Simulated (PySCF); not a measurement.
All values below come from PBE-D3(BJ)/def2-TZVP (PySCF 2.14.0). All species are isolated molecules in the gas phase. One relaxed conformer stands for a flexible species; it need not be the lowest. Excitations are Tamm–Dancoff values on a coarser integration grid. The basis has no diffuse functions, so Rydberg states are missing or too high.

Reference species (SMILES): `[F][In]([F])[SH]` (F–In–S–H torsion 0°) (neutral, multiplicity 1).

```
Property                  Result
----------------------  --------
S1–T1 gap (TDA)          0.39 eV
HOMO                    -7.29 eV
S1 excitation (TDA)      3.73 eV
S1 oscillator strength     0.010
```

Changed species: `[In]([F])([F])[F]` (0 of 3 F replaced by SH; the reference has 1 of 3 F replaced by SH).

Task: Predict the effect on the S1–T1 gap (TDA), HOMO, S1 excitation (TDA) and S1 oscillator strength.

Result: the S1–T1 gap (TDA) rises by 0.09 eV, to 0.48 eV; the HOMO drops by 1.90 eV, to -9.19 eV; the S1 excitation (TDA) rises by 1.12 eV, to 4.85 eV; the S1 oscillator strength hardly moves.
